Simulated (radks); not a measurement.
Pb4+, configuration [Xe] 4f14 5d10. All-electron calculation, Dirac Kohn-Sham, PBE, spin-unpolarised, spherical densities, point nucleus. Program: a radial shooting solver on a logarithmic mesh with Libxc functionals.

Normalised radial functions P(r) = r R(r) (large component), r in bohr:

| r | 5p1/2 | 5p3/2 | 5d5/2 |
|---|---|---|---|
| 0.00096 | 0.0116 | 0.0016 | 0.0000 |
| 0.001502 | 0.0183 | 0.0037 | 0.0000 |
| 0.002333 | 0.0293 | 0.0082 | 0.0001 |
| 0.003651 | 0.0487 | 0.0182 | 0.0003 |
| 0.005715 | 0.0821 | 0.0392 | 0.0010 |
| 0.008945 | 0.1373 | 0.0803 | 0.0033 |
| 0.014 | 0.2182 | 0.1514 | 0.0107 |
| 0.02174 | 0.3049 | 0.2468 | 0.0319 |
| 0.03403 | 0.3260 | 0.3159 | 0.0861 |
| 0.05326 | 0.1416 | 0.2199 | 0.1939 |
| 0.08336 | -0.2702 | -0.1423 | 0.3215 |
| 0.1305 | -0.4497 | -0.4433 | 0.2859 |
| 0.2042 | 0.1694 | -0.0093 | -0.1120 |
| 0.3171 | 0.6793 | 0.6401 | -0.4987 |
| 0.4963 | -0.2526 | 0.0089 | -0.1181 |
| 0.7768 | -1.2260 | -1.0911 | 0.7402 |
| 1.216 | -0.8036 | -0.9163 | 0.9693 |
| 1.903 | -0.1703 | -0.2503 | 0.5192 |
| 2.955 | -0.0100 | -0.0205 | 0.1208 |
| 4.625 | -0.0001 | -0.0003 | 0.0077 |
| 7.238 | 0.0000 | 0.0000 | 0.0001 |

5p1/2: eigenvalue -143.42 eV, 3 radial nodes at r = 0.0632, 0.187, 0.457 bohr, <r> = 0.912 bohr, 90 % of the charge inside 1.31 bohr. 5p3/2: eigenvalue -121.02 eV, 3 radial nodes at r = 0.0719, 0.205, 0.498 bohr, <r> = 1.00 bohr, 90 % of the charge inside 1.44 bohr. 5d5/2: eigenvalue -60.538 eV, 2 radial nodes at r = 0.185, 0.529 bohr, <r> = 1.28 bohr, 90 % of the charge inside 1.91 bohr.
